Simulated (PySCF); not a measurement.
SnBr, SMILES [Br][Sn+] (connectivity only; charge and spin as stated), charge +1, multiplicity 1.

Geometry: B3LYP-D3(BJ)/def2-TZVP. The multiplicity is an assumed one; other spin states were not compared. The def2 effective core potentials stand for the cores of Sn; spin–orbit coupling is left out.

Calculation: CAM-B3LYP/def2-TZVPD (PySCF).

The molecule is in vacuum.

```json
{
 "total_energy": "-2788.34311 hartree",
 "point_group": "C∞v",
 "highest_occupied_level": "-15.62 eV",
 "lowest_empty_level": "-8.01 eV",
 "orbital_gap": "7.61 eV",
 "dipole_moment_about_the_centre_of_nuclear_charge": "4.21 D",
 "mean_static_polarisability": "49.0 bohr³ (7.26 Å³)",
 "polarisability_principal_values": "37.7, 37.7, 71.6 bohr³"
}
```
